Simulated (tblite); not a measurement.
A geometry optimisation, step by step.

Species: C3H9GeNS.
Numbering: `[CH3:1]/[C:2]([CH2:3][SH:4])=[N:5]\[GeH3:6]` (hydrogens: H7, H8, H9 on C1; H10, H11 on C3; H12 on S4; H13, H14, H15 on Ge6)

Computed with GFN2-xTB (tblite), gas phase: L-BFGS steps from a force-field or distance-geometry start until the largest atomic force falls under 0.01 eV/Å. 13 of its 91 geometries are shown.

Step 0: E = -518.7316 eV, largest atomic force 2.347 eV/Å
```
atom  x, y, z in Å  |  force x, y, z in eV/Å
C1     -0.366    1.173    0.454   -1.798   1.061   0.347
C2     -0.378   -0.078   -0.332    2.080  -0.943  -0.543
C3     -1.664   -0.693   -0.754    0.294  -0.169  -0.447
S4     -2.611   -1.028    0.751   -0.948  -0.125   1.269
N5      0.693   -0.706   -0.648   -0.616   0.547   0.218
Ge6     2.369   -0.129   -0.223    1.060  -0.322  -0.249
H7     -0.683    2.011   -0.222    0.398  -0.513   0.586
H8     -1.152    1.104    1.242    0.392   0.180  -0.438
H9      0.577    1.397    0.951   -0.226  -0.118  -0.312
H10    -2.212    0.014   -1.438    0.099  -0.764   0.891
H11    -1.519   -1.690   -1.234    0.104   0.862   0.031
H12    -1.739   -1.306    1.826   -0.201   0.259  -1.425
H13     3.302   -0.374   -1.446   -0.589   0.117   0.515
H14     2.907   -1.056    0.890   -0.268   0.453  -0.336
H15     2.471    1.369    0.161    0.217  -0.525  -0.106
```

Step 8: E = -519.2460 eV, largest atomic force 0.249 eV/Å
```
atom  x, y, z in Å  |  force x, y, z in eV/Å
C1     -0.431    1.193    0.462    0.036   0.020   0.055
C2     -0.329   -0.094   -0.302   -0.040   0.163   0.003
C3     -1.638   -0.722   -0.684    0.101   0.111  -0.139
S4     -2.707   -1.006    0.764   -0.057  -0.099   0.221
N5      0.743   -0.662   -0.637   -0.034  -0.085   0.039
Ge6     2.440   -0.147   -0.243    0.141  -0.088  -0.082
H7     -0.684    2.012   -0.209   -0.047  -0.039  -0.053
H8     -1.198    1.122    1.225   -0.107   0.069   0.040
H9      0.529    1.407    0.928   -0.126   0.072   0.057
H10    -2.224   -0.043   -1.300    0.002   0.103  -0.124
H11    -1.484   -1.651   -1.226    0.050  -0.137   0.044
H12    -1.728   -1.292    1.625   -0.036  -0.110  -0.046
H13     3.266   -0.384   -1.460   -0.085  -0.063   0.011
H14     2.890   -1.018    0.885   -0.003   0.013  -0.047
H15     2.550    1.294    0.151    0.205   0.071   0.022
```

Step 15: E = -519.3074 eV, largest atomic force 0.245 eV/Å
```
atom  x, y, z in Å  |  force x, y, z in eV/Å
C1     -0.482    1.226    0.482    0.004   0.117   0.002
C2     -0.334   -0.064   -0.270   -0.095   0.089   0.208
C3     -1.637   -0.702   -0.678    0.156  -0.023  -0.029
S4     -2.720   -1.028    0.765    0.140   0.058   0.033
N5      0.748   -0.630   -0.577   -0.094   0.130  -0.014
Ge6     2.474   -0.151   -0.261    0.013  -0.062  -0.021
H7     -0.728    2.004   -0.239   -0.006   0.082   0.036
H8     -1.287    1.181    1.218    0.033  -0.056  -0.130
H9      0.446    1.487    0.989   -0.029  -0.011  -0.064
H10    -2.205   -0.030   -1.330    0.072  -0.165   0.080
H11    -1.444   -1.657   -1.163   -0.035   0.019  -0.165
H12    -1.716   -1.409    1.556   -0.111  -0.092   0.030
H13     3.216   -0.464   -1.518   -0.104  -0.029   0.074
H14     2.907   -1.024    0.863    0.066  -0.116   0.004
H15     2.758    1.269    0.142   -0.013   0.060  -0.044
```

Step 22: E = -519.3476 eV, largest atomic force 0.177 eV/Å
```
atom  x, y, z in Å  |  force x, y, z in eV/Å
C1     -0.535    1.291    0.490   -0.011  -0.021  -0.075
C2     -0.338   -0.010   -0.232   -0.017  -0.048   0.003
C3     -1.603   -0.709   -0.662    0.001   0.053  -0.023
S4     -2.697   -1.025    0.776    0.080  -0.051  -0.109
N5      0.758   -0.553   -0.514   -0.009  -0.016   0.028
Ge6     2.501   -0.162   -0.251    0.026   0.001  -0.005
H7     -0.767    2.057   -0.252    0.002   0.036   0.066
H8     -1.372    1.223    1.186    0.106   0.042  -0.062
H9      0.377    1.566    1.019   -0.082   0.012  -0.034
H10    -2.175   -0.064   -1.330   -0.064   0.012   0.065
H11    -1.394   -1.651   -1.176    0.061   0.079   0.146
H12    -1.744   -1.568    1.532   -0.045  -0.052   0.007
H13     3.125   -0.550   -1.544    0.010   0.003  -0.024
H14     2.946   -1.083    0.833    0.003  -0.035   0.018
H15     2.914    1.246    0.102   -0.060  -0.017   0.001
```

Step 30: E = -519.3608 eV, largest atomic force 0.075 eV/Å
```
atom  x, y, z in Å  |  force x, y, z in eV/Å
C1     -0.548    1.332    0.474   -0.002  -0.018  -0.002
C2     -0.332    0.022   -0.221   -0.048  -0.041  -0.023
C3     -1.585   -0.694   -0.648   -0.062  -0.043  -0.001
S4     -2.689   -1.056    0.767    0.004   0.013  -0.007
N5      0.763   -0.539   -0.472   -0.023   0.036   0.020
Ge6     2.514   -0.182   -0.250   -0.006   0.024   0.022
H7     -0.785    2.104   -0.260    0.036  -0.045   0.021
H8     -1.391    1.250    1.160    0.042   0.048  -0.015
H9      0.349    1.613    1.020    0.009   0.067  -0.019
H10    -2.190   -0.071   -1.309    0.035   0.012   0.013
H11    -1.337   -1.632   -1.146    0.001   0.019  -0.004
H12    -1.773   -1.668    1.512    0.023  -0.047  -0.005
H13     3.095   -0.579   -1.562    0.018   0.008  -0.010
H14     2.962   -1.117    0.822    0.004  -0.005  -0.003
H15     2.942    1.224    0.090   -0.030  -0.028   0.012
```

Step 38: E = -519.3670 eV, largest atomic force 0.071 eV/Å
```
atom  x, y, z in Å  |  force x, y, z in eV/Å
C1     -0.543    1.353    0.465   -0.002   0.022  -0.019
C2     -0.338    0.026   -0.201   -0.008   0.007  -0.064
C3     -1.587   -0.693   -0.634   -0.028  -0.004   0.007
S4     -2.685   -1.080    0.780    0.021   0.025  -0.033
N5      0.753   -0.542   -0.454    0.001   0.011   0.037
Ge6     2.506   -0.194   -0.246    0.019   0.044   0.047
H7     -0.773    2.106   -0.289   -0.043  -0.040  -0.034
H8     -1.380    1.304    1.161    0.027  -0.002  -0.030
H9      0.356    1.665    0.991    0.045  -0.052   0.018
H10    -2.190   -0.065   -1.292    0.004   0.000   0.039
H11    -1.325   -1.622   -1.143   -0.044   0.031   0.025
H12    -1.777   -1.754    1.479    0.018  -0.035   0.005
H13     3.092   -0.571   -1.562   -0.011   0.008  -0.009
H14     2.969   -1.135    0.813   -0.005  -0.014   0.001
H15     2.918    1.210    0.110    0.005   0.001   0.011
```

Step 45: E = -519.3738 eV, largest atomic force 0.090 eV/Å
```
atom  x, y, z in Å  |  force x, y, z in eV/Å
C1     -0.521    1.368    0.434   -0.037   0.025   0.000
C2     -0.339    0.025   -0.199    0.009  -0.044  -0.013
C3     -1.597   -0.684   -0.619   -0.033  -0.012   0.002
S4     -2.668   -1.091    0.810    0.076  -0.010   0.016
N5      0.751   -0.556   -0.428   -0.011  -0.079  -0.026
Ge6     2.500   -0.192   -0.221   -0.006   0.046   0.020
H7     -0.774    2.087   -0.343    0.032   0.064  -0.016
H8     -1.338    1.357    1.151   -0.056  -0.067   0.022
H9      0.394    1.675    0.934    0.029   0.044  -0.039
H10    -2.210   -0.042   -1.252   -0.016   0.011   0.013
H11    -1.355   -1.608   -1.145   -0.015   0.018   0.004
H12    -1.772   -1.854    1.436   -0.030   0.015  -0.015
H13     3.083   -0.535   -1.548   -0.004   0.018  -0.005
H14     2.969   -1.159    0.810    0.017   0.008   0.021
H15     2.876    1.218    0.158    0.045  -0.038   0.017
```

Step 52: E = -519.3801 eV, largest atomic force 0.040 eV/Å
```
atom  x, y, z in Å  |  force x, y, z in eV/Å
C1     -0.511    1.389    0.392    0.011   0.002  -0.019
C2     -0.340    0.024   -0.200    0.018  -0.001   0.014
C3     -1.610   -0.673   -0.599    0.011   0.004  -0.012
S4     -2.630   -1.102    0.858   -0.017  -0.006   0.028
N5      0.743   -0.582   -0.394    0.029   0.019  -0.020
Ge6     2.492   -0.190   -0.190   -0.007  -0.025  -0.019
H7     -0.772    2.092   -0.398   -0.036   0.011  -0.008
H8     -1.316    1.383    1.126    0.014   0.011  -0.010
H9      0.417    1.712    0.857   -0.021   0.012   0.029
H10    -2.240   -0.015   -1.197   -0.033   0.015  -0.006
H11    -1.390   -1.587   -1.147   -0.013  -0.023  -0.026
H12    -1.774   -1.979    1.375    0.023   0.005   0.009
H13     3.057   -0.494   -1.535    0.009   0.009   0.011
H14     2.982   -1.179    0.811    0.015   0.003   0.012
H15     2.887    1.208    0.218   -0.002  -0.035   0.014
```

Step 60: E = -519.3822 eV, largest atomic force 0.051 eV/Å
```
atom  x, y, z in Å  |  force x, y, z in eV/Å
C1     -0.511    1.395    0.376    0.000  -0.011   0.000
C2     -0.339    0.025   -0.208    0.016   0.022   0.001
C3     -1.617   -0.669   -0.597    0.032   0.018  -0.003
S4     -2.610   -1.108    0.877   -0.019   0.000   0.010
N5      0.744   -0.584   -0.398    0.004   0.009   0.013
Ge6     2.496   -0.201   -0.181   -0.048  -0.007  -0.016
H7     -0.786    2.092   -0.416    0.002  -0.011   0.002
H8     -1.309    1.392    1.115   -0.015  -0.008  -0.001
H9      0.415    1.730    0.839   -0.011  -0.002  -0.022
H10    -2.259   -0.005   -1.175   -0.010   0.016   0.007
H11    -1.415   -1.579   -1.159    0.016  -0.011  -0.003
H12    -1.757   -2.003    1.367    0.036   0.004   0.003
H13     3.065   -0.479   -1.531    0.011  -0.008   0.026
H14     2.992   -1.189    0.819   -0.019  -0.013  -0.025
H15     2.886    1.189    0.250    0.004   0.003   0.008
```

Step 68: E = -519.3852 eV, largest atomic force 0.053 eV/Å
```
atom  x, y, z in Å  |  force x, y, z in eV/Å
C1     -0.522    1.404    0.354    0.018  -0.010  -0.013
C2     -0.342    0.031   -0.220    0.017   0.022  -0.018
C3     -1.625   -0.658   -0.596    0.025   0.001   0.015
S4     -2.569   -1.124    0.902   -0.013  -0.035   0.022
N5      0.740   -0.581   -0.407   -0.001  -0.003   0.008
Ge6     2.491   -0.212   -0.170   -0.033  -0.023  -0.007
H7     -0.817    2.086   -0.444    0.005   0.008   0.014
H8     -1.315    1.393    1.100    0.023   0.018   0.002
H9      0.406    1.755    0.800   -0.019   0.008   0.003
H10    -2.287    0.018   -1.137    0.006  -0.028  -0.009
H11    -1.434   -1.558   -1.179   -0.004  -0.005  -0.016
H12    -1.684   -2.003    1.369    0.016   0.025  -0.018
H13     3.098   -0.472   -1.504   -0.025   0.017  -0.020
H14     2.977   -1.231    0.802   -0.033  -0.028   0.030
H15     2.879    1.160    0.307    0.019   0.031   0.007
```

Step 75: E = -519.3893 eV, largest atomic force 0.092 eV/Å
```
atom  x, y, z in Å  |  force x, y, z in eV/Å
C1     -0.534    1.430    0.324   -0.015   0.020   0.003
C2     -0.346    0.051   -0.230   -0.059  -0.013   0.024
C3     -1.627   -0.651   -0.589   -0.065  -0.023  -0.010
S4     -2.516   -1.176    0.928    0.058   0.009  -0.039
N5      0.734   -0.568   -0.400   -0.026   0.011  -0.017
Ge6     2.482   -0.232   -0.148    0.083  -0.036   0.015
H7     -0.852    2.095   -0.478    0.004   0.012  -0.006
H8     -1.318    1.418    1.080    0.018   0.010   0.005
H9      0.389    1.810    0.756    0.017  -0.035  -0.011
H10    -2.318    0.024   -1.093   -0.002  -0.012  -0.006
H11    -1.445   -1.535   -1.197    0.026   0.023   0.008
H12    -1.571   -2.013    1.348    0.002   0.000   0.018
H13     3.095   -0.456   -1.490   -0.032   0.006   0.014
H14     2.918   -1.306    0.793   -0.008   0.044  -0.013
H15     2.904    1.118    0.373   -0.002  -0.014   0.015
```

Step 82: E = -519.3923 eV, largest atomic force 0.045 eV/Å
```
atom  x, y, z in Å  |  force x, y, z in eV/Å
C1     -0.538    1.446    0.295    0.009   0.005   0.010
C2     -0.361    0.061   -0.245   -0.003  -0.003  -0.008
C3     -1.641   -0.647   -0.591    0.015  -0.006  -0.007
S4     -2.458   -1.215    0.947   -0.019  -0.013   0.017
N5      0.718   -0.561   -0.407    0.002  -0.008   0.003
Ge6     2.467   -0.250   -0.127    0.007   0.035   0.015
H7     -0.871    2.104   -0.507   -0.007   0.006   0.006
H8     -1.297    1.447    1.074   -0.015   0.006  -0.004
H9      0.400    1.819    0.697    0.034   0.022   0.009
H10    -2.357    0.024   -1.058   -0.036   0.012  -0.024
H11    -1.452   -1.513   -1.222   -0.011  -0.025  -0.005
H12    -1.466   -2.007    1.346    0.009   0.001  -0.007
H13     3.088   -0.427   -1.468    0.000  -0.021  -0.007
H14     2.870   -1.350    0.794    0.017  -0.009  -0.006
H15     2.894    1.076    0.450   -0.001  -0.003   0.006
```

Step 90: E = -519.3928 eV, largest atomic force 0.007 eV/Å
```
atom  x, y, z in Å  |  force x, y, z in eV/Å
C1     -0.537    1.452    0.292   -0.004   0.003  -0.002
C2     -0.364    0.064   -0.246   -0.003   0.000  -0.001
C3     -1.643   -0.647   -0.591   -0.001  -0.001   0.000
S4     -2.451   -1.223    0.949   -0.001  -0.001   0.001
N5      0.715   -0.560   -0.404   -0.002   0.000   0.004
Ge6     2.465   -0.249   -0.122    0.003   0.001   0.004
H7     -0.874    2.108   -0.510    0.001   0.002  -0.004
H8     -1.296    1.456    1.072    0.001  -0.003   0.005
H9      0.403    1.827    0.689   -0.001  -0.001   0.001
H10    -2.368    0.020   -1.056    0.002   0.006  -0.003
H11    -1.456   -1.513   -1.224   -0.001  -0.003   0.001
H12    -1.452   -2.011    1.339    0.004   0.002  -0.003
H13     3.084   -0.430   -1.464   -0.001   0.001   0.000
H14     2.872   -1.357    0.789    0.006  -0.002   0.001
H15     2.896    1.071    0.463   -0.002  -0.002  -0.004
```

**Question.** Summarise the path.

**Answer.** The energy falls by 0.6612 eV from step 0 to step 90; nine tenths of that is first reached at step 18. It falls at every step. The largest force goes from 2.347 to 0.007 eV/Å. Among the bonds S4–H12 changes most, from 1.412 to 1.330 Å; the atoms move by 0.410 Å rms after alignment.

What follows is the cost of the whole relaxation. The run took 0.46 s of wall time on one thread, Arm Neoverse V2 (aarch64), on a shared host.
